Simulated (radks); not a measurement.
Q: All-electron atom: Pt I in [Xe] 4f14 5d9 6d1 (not the ground configuration). Method: Dirac Kohn-Sham, PBE, spin-unpolarised, spherical densities, finite nucleus; open shells fill j = l - 1/2 first; Fermi nuclear charge, rms radius 5.427 fm; computed with a radial shooting solver on a logarithmic mesh with Libxc functionals. Some entries of the table are withheld. Estimate them.

orbital  occ.  eigenvalue (eV)  <1/r> (bohr^-1)
1s1/2       2        -78277.36            93.89
2s1/2       2        -13745.60            23.03
2p1/2       2        -13178.31            23.00
2p3/2       4        -11449.45            18.86
3s1/2       2        -3232.349            8.457
3p1/2       2        -2976.822            8.372
3p3/2       4        -2596.788            7.295
3d3/2       4        -2169.909            7.192
3d5/2       6        -2087.992            6.945
4s1/2       2        -698.5070            3.573
4p1/2       2        -589.9265            3.464
4p3/2       4        -499.4252            3.090
4d3/2       4              (1)            2.884
4d5/2       6              (2)            2.798
5s1/2       2        -106.6587            1.432
4f5/2       6              (3)              (4)
4f7/2       8              (5)              (6)
5p1/2       2         -72.0761            1.303
5p3/2       4         -57.1970            1.165
5d3/2       4         -12.1192           0.8229
5d5/2       5         -10.7525           0.7867
6s1/2       0          -9.9218           0.4658
6p1/2       0          -4.5387           0.3492
6p3/2       0          -3.6855           0.3060
6d3/2       1              (7)           0.1138
6d5/2       0              (8)           0.1124

A: 
(1) 4d3/2 eigenvalue (eV): -321.2645
(2) 4d5/2 eigenvalue (eV): -304.4325
(3) 4f5/2 eigenvalue (eV): -76.9060
(4) 4f5/2 <1/r> (bohr^-1): 2.407
(5) 4f7/2 eigenvalue (eV): -73.4526
(6) 4f7/2 <1/r> (bohr^-1): 2.373
(7) 6d3/2 eigenvalue (eV): -0.7196
(8) 6d5/2 eigenvalue (eV): -0.7080
